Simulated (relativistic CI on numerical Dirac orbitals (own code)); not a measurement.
Ir2+ (5d7) in a crystal field

Calculated by Dirac-Coulomb-Breit CI, orbitals from a KLI potential per configuration, a model potential for QED, valence Slater integrals scaled by 0.85, one configuration in a parametric crystal field (own radial code).

Field parameters in Wybourne normalisation: D3d B²₀ = −7Dσ, B⁴₀ = −14Dq − 21Dτ, B⁴₃ = −14√(10/7) Dq; D4h B²₀ = −7Ds, B⁴₀ = 21(Dq − Dt), B⁴₄ = 21√(5/14) Dq; Oh B⁴₀ = 21Dq, B⁴₄ = √(5/14) B⁴₀. The field is a parameter set, without covalency.

S is read from ⟨S²⟩ = S(S + 1).

Powder χT (cm³ K mol⁻¹) by Van Vleck's formula, with temperature-independent terms:

| Field | 2 K | 5 K | 10 K | 20 K | 50 K | 100 K | 200 K | 300 K |
| --- | --- | --- | --- | --- | --- | --- | --- | --- |
| D3d, 10Dq = 27450, Dσ = 550, Dτ = -470 cm⁻¹ | 0.184 | 0.187 | 0.193 | 0.204 | 0.237 | 0.292 | 0.398 | 0.486 |
| D3d, 10Dq = 30500, Dσ = 870, Dτ = -70 cm⁻¹ | 0.171 | 0.176 | 0.185 | 0.203 | 0.256 | 0.342 | 0.468 | 0.535 |
| D3d, 10Dq = 40350, Dσ = -560, Dτ = -460 cm⁻¹ | 0.184 | 0.196 | 0.215 | 0.254 | 0.361 | 0.462 | 0.523 | 0.544 |
| D4h, 10Dq = 9150, Ds = 2630, Dt = 380 cm⁻¹ | 2.26 | 2.27 | 2.28 | 2.3 | 2.35 | 2.44 | 2.62 | 2.8 |
| D4h, 10Dq = 40750, Ds = 2860, Dt = 210 cm⁻¹ | 0.528 | 0.528 | 0.529 | 0.53 | 0.532 | 0.536 | 0.544 | 0.553 |
| Oh, 10Dq = 37800 cm⁻¹ | 0.532 | 0.533 | 0.533 | 0.534 | 0.537 | 0.541 | 0.55 | 0.559 |
| Oh, 10Dq = 38550 cm⁻¹ | 0.529 | 0.529 | 0.53 | 0.53 | 0.533 | 0.537 | 0.546 | 0.555 |
| Oh, 10Dq = 44050 cm⁻¹ | 0.507 | 0.507 | 0.508 | 0.508 | 0.511 | 0.514 | 0.522 | 0.53 |

**Question.** For Oh, 10Dq = 38550 cm⁻¹: what effective moment follows at 300 K?

**Answer.** μ_eff = √(8χT) = 2.11 μB. The ground level has S = 0.55; the spin-only moment for S = 1/2 is 1.73 μB. The difference comes from the orbital moment, spin-orbit mixing of terms and temperature-independent paramagnetism, all larger in this ionic model than in covalent complexes.
